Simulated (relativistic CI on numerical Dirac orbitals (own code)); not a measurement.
**Crystal-field levels of Yb4+, 4f12**

Calculated by Dirac-Coulomb-Breit CI, KLI orbitals optimised for each configuration, QED by a radiative potential, one configuration in a parametric crystal field, unscaled Slater integrals (own radial code). With so little scaling, terms lie 10 to 35 % too far apart, which can change the order of excited levels.

Field parameters in Wybourne normalisation. The field is a parameter set, without covalency.

S is read from ⟨S²⟩ = S(S + 1).

Levels (cm⁻¹, degeneracy): 0 (1), 1 (1), 535 (1), 617 (2), 664 (2), 980 (2), 1076 (1), 1136 (2), 1197 (1), 7597 (2), 7753 (1), 8086 (2).

Q: Which field gives this pattern?
A. D3d, B20 = -1350, B40 = -2590, B43 = 1100, B60 = -200, B63 = 890, B66 = -150 cm⁻¹
B. D3d, B20 = 3150, B40 = -2120, B43 = 1910, B60 = -60, B63 = 470, B66 = 230 cm⁻¹
C. D3d, B20 = 2450, B40 = -710, B43 = 1540, B60 = 770, B63 = -210, B66 = -1080 cm⁻¹

A: A. D3d, B20 = -1350, B40 = -2590, B43 = 1100, B60 = -200, B63 = 890, B66 = -150 cm⁻¹, ground level with S = 1.00.
